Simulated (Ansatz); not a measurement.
System: CH6NSi (charge 0, doublet). SMILES: CN[SiH2]
Structure (B3LYP-D3(BJ)/def2-TZVP (Ansatz, a quantum-chemistry and plane-wave program) minimum search):
```xyz
9

C     -1.6329     0.3857    -0.0781
N     -0.3818    -0.2032    -0.5281
Si     1.1008    -0.1663     0.3584
H     -2.2061     0.7683    -0.9263
H     -1.4198     1.2278     0.5817
H     -2.2655    -0.3193     0.4726
H     -0.5073    -0.9420    -1.2046
H      2.1762    -0.5360    -0.6071
H      1.2814     1.2381     0.8319
```
Charge 0, spin multiplicity 2.

Quantity: size of the dipole moment, in D. Conventions: 6-311+G** with 5d, 6d on Na to Ar in Ansatz; non-relativistic; open shells spin-unrestricted; no dispersion term unless named; spin-orbit terms left out; 6-31G* and kin with 6d, 5d where marked. Ab initio and DFT rows: single points at B3LYP-D3(BJ) geometries (Ansatz).

```tsv
level	program	size of the dipole moment (D)
PBE/STO-3G	Ansatz	1.29
PBE/def2-SVP	Ansatz	1.89
PBE/6-311+G**	Ansatz	1.76
B3LYP/3-21G	Ansatz	2.02
B3LYP/6-31G	Ansatz	1.80
B3LYP/6-31G*	Ansatz	1.77
B3LYP/def2-SVP	Ansatz	1.76
```

No value to compare with is used here. The 7 habitual levels span 1.29 (PBE/STO-3G) to 2.02 D (B3LYP/3-21G).

The levels are drawn from those run, B3LYP/6-31G* more often than the rest, none by its result; left out are runs that failed, that the program found above a lower state of the same kind, or whose <S^2> lies over 0.5 above the pure value.
